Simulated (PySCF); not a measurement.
Compound: C6H9F3N (doublet state).
Geometry (PBE0-D3(BJ)/def2-SVP, Å), atoms numbered from 1 in this order:
```
atom  x, y, z in Å
F1     2.8973   -1.1552    0.7676
C2     2.3253   -0.1174    0.1673
F3     2.5679   -0.2297   -1.1496
F4     2.9455    0.9889    0.5923
C5     0.8348   -0.0481    0.4385
C6     0.2196    1.2677   -0.0682
C7    -1.2641    1.2186    0.0472
C8    -1.9662   -0.0312   -0.3525
C9    -1.2175   -1.2702    0.1604
N10    0.2059   -1.2289   -0.1037
H11    0.7312   -0.0833    1.5372
H12    0.6401    2.1287    0.4724
H13    0.5222    1.3905   -1.1311
H14   -1.8253    2.1417    0.2089
H15   -3.0111   -0.0335   -0.0032
H16   -2.0176   -0.0975   -1.4623
H17   -1.3586   -1.3545    1.2519
H18   -1.6333   -2.1886   -0.2818
H19    0.3845   -1.2797   -1.1060
```

The hyperfine couplings belong to this conformer and change with its torsions.

Identity: `FC(F)(F)[C@H]1C[CH]CCN1` [radical].

Computed with PySCF 2.14.0, UKS B3LYP, IGLO-III on C F N, pcH-1 on H, non-relativistic, mean-field spin-orbit, GIAO. Geometry: PBE0-D3(BJ)/def2-SVP, one conformer, isolated molecule. No stability test was run, so a lower SCF solution isn't excluded.

Principal values of hyperfine tensors in MHz (contact and dipolar terms together), for some of the nuclei:

```json
{"atom": "H16", "isotope": "1H", "A1": "130.83", "A2": "131.77", "A3": "143.24"}
{"atom": "H13", "isotope": "1H", "A1": "130.08", "A2": "131.24", "A3": "142.38"}
{"atom": "C7", "isotope": "13C", "A1": "17.34", "A2": "17.88", "A3": "247.57"}
{"atom": "H14", "isotope": "1H", "A1": "-97.96", "A2": "-60.94", "A3": "-23.68"}
{"atom": "C6", "isotope": "13C", "A1": "-29.05", "A2": "-27.55", "A3": "-24.73"}
{"atom": "C8", "isotope": "13C", "A1": "-26.91", "A2": "-25.24", "A3": "-22.81"}
{"atom": "C5", "isotope": "13C", "A1": "19.50", "A2": "20.31", "A3": "27.88"}
{"atom": "H15", "isotope": "1H", "A1": "11.46", "A2": "12.21", "A3": "24.70"}
```

(1) Split each tensor into its isotropic and traceless parts, and turn a_iso into mT with g = 2.0026.

(2) What spin density at the nucleus of C7 lies behind its contact coupling (g_N = 1.40482)?

(3) C9 (13C, g_N = 1.40482) isn't in the table. Its spin density at the nucleus is 0.02062 bohr⁻³. What is its contact coupling?

(4) Which nucleus of the table has the largest anisotropic coupling, and what is its form?

(5) What first-order splitting does H16 cause when the field lies along A1, A2 or A3 of its tensor (g taken as isotropic, no quadrupole term)?

## Answers

(1) a_iso is a third of the trace, T = A − a_iso, and a(mT) = a(MHz)/(g × 13.996).

```csv
atom,a_iso (MHz),a_iso (mT),T1,T2,T3
H16,135.28,4.826,-4.45,-3.51,7.96
H13,134.57,4.801,-4.49,-3.32,7.81
C7,94.26,3.363,-76.92,-76.38,153.30
H14,-60.86,-2.171,-37.10,-0.08,37.18
C6,-27.11,-0.967,-1.94,-0.44,2.38
C8,-24.99,-0.892,-1.93,-0.25,2.17
C5,22.56,0.805,-3.06,-2.25,5.32
H15,16.12,0.575,-4.66,-3.91,8.58
```

(2) a_FC = (2μ0/3) gₑ μB g_N μN ρ(0)/(2S·h) = 800.24 MHz × g_N × ρ(0)/(2S), with ρ in bohr⁻³. With a_FC = 94.26 MHz and 2S = 1, ρ(0) = 0.08385 bohr⁻³.

(3) By the same relation, a_FC = 23.2 MHz. Its full tensor has the principal values 20.18, 21.00, 28.35 MHz.

(4) C7: -76.9, -76.4, 153.3 MHz, axial, in the ratio −1:−1:+2, the form that spin in one p orbital centred on that nucleus gives.

(5) 2 lines (I = 1/2), spaced by |A_i|/(g × 13.996): 4.67, 4.70, 5.11 mT along the axes of A1, A2 and A3.

On one thread, x86-64 server (shared host), this took 2.2 min.
